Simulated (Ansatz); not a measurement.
C2H7GeNSi, SMILES `[SiH3]/N=[C]1/[CH2][GeH2]1`, relaxed with RKS PBE-D4/def2-SVP in Ansatz from a rough embedded geometry. The force threshold is 0.03 eV/Å; the program also tests the step.

Charge 0, multiplicity 1.

Start:

```xyz
12

Si    1.696    0.956    1.010
N     1.355   -0.347   -0.077
C     0.153   -0.533   -0.406
C    -0.895   -1.375   -1.223
Ge   -1.868   -0.064   -0.340
H     3.221    1.013    1.238
H     1.319    2.240    0.394
H     1.053    0.778    2.257
H    -0.765   -1.242   -2.251
H    -0.996   -2.383   -0.758
H    -1.979    1.309   -0.970
H    -2.293   -0.352    1.126
```

| step | energy (eV) | largest force (eV/Å) | largest move (Å) |
| --- | --- | --- | --- |
| 1 | -68041.4234 | 2.911 | 0.000 |
| 2 | -68042.0734 | 1.218 | 0.140 |
| 3 | -68042.3169 | 0.546 | 0.197 |
| 4 | -68042.3554 | 0.511 | 0.193 |
| 5 | -68042.3645 | 0.255 | 0.087 |
| 6 | -68042.3751 | 0.115 | 0.058 |
| 7 | -68042.3771 | 0.065 | 0.035 |
| 8 | -68042.3792 | 0.056 | 0.060 |
| 9 | -68042.3850 | 0.217 | 0.152 |
| 10 | -68042.3884 | 0.388 | 0.195 |
| 11 | -68042.4007 | 0.254 | 0.041 |
| 12 | -68042.4120 | 0.536 | 0.189 |
| 13 | -68042.4444 | 0.422 | 0.168 |
| 14 | -68042.4528 | 0.168 | 0.104 |
| 15 | -68042.4575 | 0.116 | 0.085 |
| 16 (rejected) | -68042.4525 | 0.369 | 0.070 |
| 17 | -68042.4607 | 0.051 | 0.034 |
| 18 (rejected) | -68042.4603 | 0.168 | 0.062 |
| 19 | -68042.4618 | 0.029 | 0.030 |
| 20 | -68042.4626 | 0.037 | 0.049 |
| 21 | -68042.4628 | 0.017 | 0.020 |

End:

```xyz
12

Si    1.888    1.076    0.918
N     1.280   -0.103   -0.247
C     0.109   -0.557   -0.307
C    -0.772   -1.271   -1.220
Ge   -1.820   -0.093    0.110
H     3.095    0.488    1.591
H     2.306    2.304    0.160
H     0.829    1.435    1.934
H    -0.603   -1.193   -2.311
H    -1.027   -2.295   -0.887
H    -2.395    1.198   -0.526
H    -2.889   -0.989    0.786
```

Hardware: 4 threads of an Intel Xeon 6975P-C on a shared host. Wall time 21 s, peak host memory 0.19 GiB.
